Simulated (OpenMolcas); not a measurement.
## Ge⁺: the spin-orbit constant, thermal populations, worked from levels

| Item | Value |
| --- | --- |
| Program | OpenMolcas 26.06 |
| Basis | ANO-RCC [10s9p8d5f2g] |
| Scalar Hamiltonian | DKH2, point nucleus |
| Active space | 3 electrons in 9 orbitals (RAS2 4s 4p; RAS3 4d, at most 2 electrons) |
| State averaging | 2S+1 = 4 odd, 1 root (0 in the spin-orbit step); 2S+1 = 2 odd, 3 roots; 2S+1 = 4 even, 3 roots; 2S+1 = 2 even, 9 roots |
| Spin-orbit coupling | RASSI with atomic mean-field integrals over the reference wave functions, term energies averaged over their components |

Methods: RASSCF; SS-RASPT2, IPEA 0.25 Eh, imaginary shift 0.1 Eh (closed shells correlated: 3d). Measured levels: NIST Handbook of Basic Atomic Spectroscopic Data.

**The spin-orbit constant.** For the Hund term 2P* of p1, E(J) = (A/2) J(J+1) + constant and ζ = 2S·A = A. From J = 1/2 to J = 3/2 the energy changes by 1.5 A.

| Source | E(3/2) - E(1/2) | A | ζ |
| --- | --- | --- | --- |
| RASSCF | 1640.3 | 1093.5 | 1094 |
| SS-RASPT2 | 1640.3 | 1093.5 | 1094 |
| measured | 1767.4 | 1178.3 | 1178 |

All in cm-1. SS-RASPT2 is off by -7.2 % and RASSCF by -7.2 %. Both methods take the spin-orbit matrix elements from the reference wave functions, so the second can move ζ only through the term energies and any multistate remixing.

**Thermal populations.** Z = Σ (2J + 1) exp(-E/kT) with k = 0.695035 cm-1/K, over the levels below. No other level of either list lies under 62400 cm-1, which is above 7 kT at each temperature.

```
         Level  2J + 1  SS-RASPT2  measured
4s2 4p 2P* 1/2       2        0.0       0.0
4s2 4p 2P* 3/2       4       1640      1767
 4s 4p2 4P 1/2       2      51002     51576
 4s 4p2 4P 3/2       4      51603     52291
 4s 4p2 4P 5/2       6      52518     53367
```

```
T (K)  Z, SS-RASPT2  Z, measured levels  Ground level (%), SS-RASPT2  Ground level (%), measured levels
 5000         4.495               4.406                         44.5                               45.4
 8000         4.979               4.912                         40.2                               40.7
12000         5.310               5.258                         37.7                               38.0
```

At 12000 K, kT = 8340 cm-1, and the computed levels give Z = 2.000 + 3.286 + 0.004 + 0.008 + 0.011 = 5.310.

Some high roots are left out of the spin-orbit mixing, which shifts the levels that they would mix with. Active for correlation alone: 4d; no level in the range computed is led by a configuration that fills it, so any true level of that kind is missing. Some terms mix strongly with configurations of 4d, whose occupation reaches 0.28 (4s 4p2 2D). Without dynamic correlation excited terms often stand tens of per cent too high (terms of higher spin than the ground term too low), and those without a measured partner can miss by more than the paired ones (holds for RASSCF). Measured partners are found by configuration, term and J. A level has none where our copy of the source lacks it or the pairing is in doubt (some pairs that miss far off the trend of their configuration count as doubtful), and it then counts in no deviation. Only configurations of the active space appear.

* marks odd parity.
